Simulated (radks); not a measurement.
Values are calculated unless marked as measured or tabulated.
Task: All-electron atom: P3- in [Ar]. Level of theory: non-relativistic Kohn-Sham, LB94 model potential, spin-polarised, spherical densities, point nucleus; Watson sphere of charge +3 and radius 3.28 bohr (a radial shooting solver on a logarithmic mesh with Libxc functionals). Some entries of the table are withheld. Estimate them.

orbital  occ.  eigenvalue (eV)  r(max) (bohr)
1s          2        -2117.186        0.06806
2s          2        -181.9753         0.4220
2p          6        -133.8228            (1)
3s          2         -16.0506          1.599
3p          6              (2)            (3)

Result: 
(1) 2p r(max) (bohr): 0.3536
(2) 3p eigenvalue (eV): -8.8045
(3) 3p r(max) (bohr): 2.098
